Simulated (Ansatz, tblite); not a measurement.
Forces on the cluster Li₅H₅⁺ at its PBE0-D4/def2-TZVP geometry. Charge 1, multiplicity 2.

The xTB rows come from tblite. In the doublet, H6 and H7 lie 1.14 Å apart (atoms count from 1), so these atoms are partly bonded to each other. Another isomer (doublet) lies 0.92 eV lower at PBE0-D4/def2-TZVP; other spin states weren't run for this one.

GFN1-xTB (tblite), largest force 1.61 eV/Å:

```xyz
10
positions Å, forces eV/Å
Li   -0.548    2.043    1.330   -0.043   -0.149   -0.272
Li   -0.300   -0.039   -0.670    0.069   -0.032    0.107
Li    1.279   -0.848    1.715   -0.105   -0.298   -0.593
Li    1.486   -3.287   -0.864   -0.099    0.507    0.419
Li   -1.878    2.227   -1.316    0.135   -0.099    0.172
H     1.549   -2.267    0.535    0.905   -0.555    1.217
H     0.892   -1.780   -0.259   -0.848    0.437   -1.242
H    -1.499    2.818    0.226   -0.022    0.094    0.068
H    -1.253    0.718   -1.806   -0.005    0.025    0.011
H     0.272    0.414    1.110    0.014    0.069    0.113
```

GFN2-xTB (tblite), largest force 3.08 eV/Å:

```
Li -0.194 0.045 -0.361
Li -0.202 0.089 -0.334
Li -0.145 0.303 0.063
Li -0.117 0.372 0.213
Li 0.106 0.038 0.278
H 1.607 -1.076 2.090
H -1.629 0.788 -2.496
H 0.217 -0.355 0.033
H 0.212 -0.071 0.374
H 0.147 -0.134 0.139
```

PBE-D4/def2-TZVP (Ansatz), largest force 0.05 eV/Å:

```
Li -0.004 0.008 0.004
Li -0.019 0.017 -0.015
Li 0.025 -0.008 0.047
Li 0.006 -0.032 -0.026
Li -0.005 0.001 -0.007
H 0.005 -0.013 -0.006
H -0.005 0.020 0.013
H -0.007 0.021 0.008
H 0.003 -0.018 -0.018
H 0.001 0.004 0.000
```
